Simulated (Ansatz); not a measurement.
Born–Oppenheimer molecular dynamics of BCl2FH2 (6 atoms, charge 0, multiplicity 1). It starts at the highest image of a converged band, a first-order saddle point between two minima.

Method: Ansatz 0.2.0, RKS PBE/def2-SVP.

```json
{"ensemble": "NVE (velocity Verlet)", "time step": "0.5 fs", "steps asked": "200", "starting velocities drawn for": "100 K", "seed": "5433"}
```

Frames 5 fs apart, positions in Å.

Velocities at 0 fs (Å/ps):

```
B -0.35 3.28 0.03
H 13.90 19.18 7.96
Cl -1.05 0.18 -0.06
Cl 1.49 -0.75 0.07
F -1.43 -1.66 -0.57
H 1.27 -2.71 2.24
```

```xyz
6
Properties=species:S:1:pos:R:3 time_fs=0 energy_less_start_eV=0.000 T=100
B 0.013 -0.222 0.019
H 0.012 0.199 1.281
Cl 1.545 0.166 -0.783
Cl -1.540 0.109 -0.767
F 0.045 -1.765 0.592
H 0.032 -0.889 1.348
6
Properties=species:S:1:pos:R:3 time_fs=5 energy_less_start_eV=0.028 T=46
B 0.012 -0.205 0.022
H 0.073 0.257 1.296
Cl 1.540 0.167 -0.783
Cl -1.533 0.105 -0.766
F 0.037 -1.772 0.590
H 0.041 -0.899 1.351
6
Properties=species:S:1:pos:R:3 time_fs=10 energy_less_start_eV=0.008 T=84
B 0.015 -0.186 0.030
H 0.091 0.201 1.249
Cl 1.536 0.168 -0.784
Cl -1.527 0.102 -0.766
F 0.030 -1.774 0.591
H 0.058 -0.927 1.321
6
Properties=species:S:1:pos:R:3 time_fs=15 energy_less_start_eV=-0.041 T=179
B 0.020 -0.164 0.033
H 0.063 0.175 1.259
Cl 1.534 0.169 -0.787
Cl -1.523 0.099 -0.766
F 0.023 -1.777 0.596
H 0.076 -1.047 1.305
6
Properties=species:S:1:pos:R:3 time_fs=20 energy_less_start_eV=-0.155 T=399
B 0.024 -0.126 0.036
H 0.015 0.228 1.268
Cl 1.534 0.170 -0.792
Cl -1.520 0.097 -0.768
F 0.018 -1.790 0.600
H 0.086 -1.220 1.412
6
Properties=species:S:1:pos:R:3 time_fs=25 energy_less_start_eV=-0.277 T=636
B 0.022 -0.069 0.057
H -0.016 0.294 1.203
Cl 1.538 0.172 -0.800
Cl -1.521 0.095 -0.771
F 0.015 -1.812 0.608
H 0.075 -1.464 1.482
6
Properties=species:S:1:pos:R:3 time_fs=30 energy_less_start_eV=-0.352 T=782
B 0.016 0.003 0.080
H -0.011 0.391 1.238
Cl 1.545 0.172 -0.809
Cl -1.524 0.093 -0.778
F 0.013 -1.842 0.618
H 0.058 -1.726 1.576
6
Properties=species:S:1:pos:R:3 time_fs=35 energy_less_start_eV=-0.372 T=821
B 0.010 0.088 0.107
H 0.022 0.472 1.279
Cl 1.550 0.172 -0.818
Cl -1.528 0.091 -0.786
F 0.013 -1.877 0.634
H 0.035 -1.984 1.552
6
Properties=species:S:1:pos:R:3 time_fs=40 energy_less_start_eV=-0.330 T=739
B 0.009 0.181 0.129
H 0.052 0.522 1.260
Cl 1.553 0.171 -0.825
Cl -1.531 0.090 -0.793
F 0.013 -1.916 0.648
H 0.015 -2.216 1.559
6
Properties=species:S:1:pos:R:3 time_fs=45 energy_less_start_eV=-0.309 T=697
B 0.014 0.270 0.122
H 0.058 0.602 1.316
Cl 1.550 0.171 -0.829
Cl -1.530 0.089 -0.798
F 0.014 -1.960 0.668
H -0.005 -2.393 1.490
6
Properties=species:S:1:pos:R:3 time_fs=50 energy_less_start_eV=-0.323 T=725
B 0.022 0.352 0.098
H 0.033 0.676 1.252
Cl 1.542 0.172 -0.829
Cl -1.524 0.091 -0.798
F 0.015 -2.008 0.686
H -0.024 -2.543 1.453
6
Properties=species:S:1:pos:R:3 time_fs=55 energy_less_start_eV=-0.344 T=766
B 0.025 0.420 0.050
H -0.001 0.789 1.197
Cl 1.531 0.175 -0.825
Cl -1.513 0.095 -0.794
F 0.017 -2.058 0.705
H -0.043 -2.675 1.422
```

Of the whole run (100 fs, mean temperature of the second half 646 K): The conserved energy stayed within 0.054 meV per atom of its start (net change -0.037 meV per atom), so the integration is sound. The kinetic energy rose, since the run started high on the potential surface and went downhill. It ends in pieces (BCl2H + FH), so much of that is their flight and rotation, not heat. A run of 0.1 ps of so small a system gives no equilibrium averages. The orbitals stay closed-shell, which can raise the energy where a bond breaks towards radicals; this wasn't checked here.

Time of the run: 4 min on 1 thread of Intel(R) Xeon(R) Platinum 8488C (Sapphire Rapids), on a shared host, peak memory 0.14 GiB.
